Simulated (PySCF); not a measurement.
All values below come from B3LYP-D3(BJ)/def2-TZVP // r2SCAN-D4/def2-SVP in PySCF. Isolated molecules, 0 K electronic values unless said otherwise. One relaxed conformer stands for a flexible species; it need not be the lowest. B3LYP has the VWN-RPA correlation part, as in Gaussian. 

Reference species: [Zr(F)4] (neutral, multiplicity 1).

```json
{
 "charge on the central atom (Mulliken)": "1.82 e",
 "coordination_number": "4",
 "LUMO": "-1.67 eV"
}
```

Changed species: [Zr(F)(OH)3] (3 of 4 F replaced by OH; the reference has 0 of 4 F replaced by OH).

**Question.** What does the change do to the charge on the central atom (Mulliken), coordination number and LUMO?

**Answer.** the charge on the central atom (Mulliken) is nearly the same; the coordination number stays essentially unchanged; the LUMO goes up by 1.18 eV, to -0.49 eV.
